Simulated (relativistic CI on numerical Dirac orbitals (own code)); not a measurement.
Hyperfine structure of Ar XI, mass number 39

Computed by Dirac-Coulomb-Breit CI, KLI orbitals optimised for each configuration, model QED, unscaled Slater integrals (own radial code, finite nucleus).

Configuration list (outside the closed core 1s2): 2s²2p⁴, 2s2p⁵, 2p⁶, 2s²2p³3s, 2p⁵3s, 2s²2p³3p, 2p⁵3p, 2s²2p³3d, 2p⁵3d, 2s2p⁴3s, 2s2p⁴3p, 2s2p⁴3d, 2s²2p³4s, 2s²2p³4p, 2s²2p³4d, 2s²2p³4f. Levels of other configurations are missing.

Nuclear spin I = 7/2, μ = -1.59 μN, Q = -0.116 b (tables of Stone and Pyykkö). The electronic factors are computed for point nuclear moments, without core polarisation or the Bohr-Weisskopf and QED corrections.

| Level | E (cm⁻¹) | A (MHz) | B (MHz) |
| --- | --- | --- | --- |
| 2s²2p⁴ ³P2 | 0 | -3675 | -1520 |
| 2s²2p⁴ ³P1 | 14372 | -54.21 | 782 |
| 2s²2p⁴ ¹D2 | 74433 | -6645 | 3100 |
| 2s2p⁵ ³P°2 | 535950 | -17230 | 1550 |
| 2s2p⁵ ³P°1 | 548238 | -19020 | -781 |
| 2s2p⁵ ¹P°1 | 746686 | -8352 | 1570 |
| 2s²2p³3s ⁵S°2 | 2475993 | -3470 | -2.5 |
| 2s²2p³3s ³S°1 | 2511888 | 3054 | -4.12 |

Levels with J = 0, under 50 % of one LS term, or S terms without an open s electron are left out. Small factors come from cancelling terms and can be off by tens of per cent or more.

At this charge energies of transitions that change n are usually good to better than 1 %, and those within a shell (Δn = 0) to a few per cent.

(1) Give the hyperfine levels of 2s²2p⁴ ³P2 relative to its centre of gravity.

## Answers

(1) With K = F(F + 1) − I(I + 1) − J(J + 1), E = AK/2 + B[¾K(K + 1) − I(I + 1)J(J + 1)]/[2I(2I − 1)J(2J − 1)]: F = 3/2: 32260, F = 5/2: 23750, F = 7/2: 11460, F = 9/2: -4998, F = 11/2: -26100 MHz.

LS names give the leading component of a level, which can be under half, so a name can repeat, a term be missing and a line seem to break the LS rules.
